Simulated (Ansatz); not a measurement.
C2H9BO2Si (`COB(C)O[SiH3]`) from Hartree–Fock to CCSD(T)

```xyz
15

C    -0.929    1.602   -1.702
O    -1.003    1.347   -0.315
B    -0.325    0.340    0.287
C    -0.477    0.147    1.839
O     0.471   -0.480   -0.476
Si    1.418   -1.772   -0.107
H    -0.395    0.813   -2.233
H    -1.944    1.683   -2.094
H    -0.416    2.554   -1.864
H    -0.867   -0.850    2.073
H     0.493    0.221    2.340
H    -1.146    0.886    2.281
H     2.039   -2.235   -1.370
H     2.479   -1.386    0.860
H     0.604   -2.868    0.481
```

Total charge 0; spin multiplicity 1. Geometry: relaxed with PBE0-D4/def2-TZVP. It is one conformer, not always the lowest. Frozen core, restricted reference, Ansatz. CBS rows extrapolate triple and quadruple zeta; past MP2 they add the triple-zeta difference.

```
     basis     HF (Eh)  MP2 corr.
def2-TZVPP  -544.59054   -1.04250
def2-QZVPP  -544.61241   -1.11855
```

Problem. Estimate the CCSD correlation energy and the (T) correction in each basis where they were run (hartree).

Solution. 
```tsv
basis	CCSD corr.	(T)
def2-TZVPP	-1.09653	-0.03998
CBS(def2)	-1.22892	as TZ
```
